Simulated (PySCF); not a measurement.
F₂GaH₃OSi.

```xyz
8

Ga    -0.0142     0.7301     0.0000
F     -1.1283     2.0625     0.0000
F      1.6884     1.0975     0.0000
O     -0.6026    -0.9219     0.0000
Si    -0.0160    -2.4876     0.0000
H      0.8146    -2.7319    -1.2143
H     -1.1845    -3.4072     0.0000
H      0.8146    -2.7319     1.2143
```
Charge 0, spin multiplicity 1.

Geometry: B3LYP-D3(BJ)/def2-SVP. The structure was generated by enumeration; whether it is a known compound was not checked. Other conformers were not sampled.

All values below come from PBE/pcSseg-1 in PySCF. Non-relativistic, no solvent.

Computed absolute GIAO shielding of each atom: isotropic value and principal components (ppm):
| atom | σ(iso) | σ11 | σ22 | σ33 | span |
|---|---|---|---|---|---|
| Ga1 | 1565.4 | 1274.9 | 1649.7 | 1771.4 | 496.5 |
| F2 | 331.7 | 237.2 | 324.2 | 433.6 | 196.4 |
| F3 | 319.9 | 220.5 | 313.1 | 426.0 | 205.6 |
| O4 | 289.9 | 222.2 | 312.2 | 335.2 | 113.1 |
| Si5 | 357.8 | 301.9 | 314.9 | 456.7 | 154.8 |
| H6 | 25.7 | 22.3 | 24.1 | 30.8 | 8.5 |
| H7 | 25.9 | 22.7 | 24.0 | 31.1 | 8.4 |
| H8 | 25.7 | 22.3 | 24.1 | 30.8 | 8.5 |
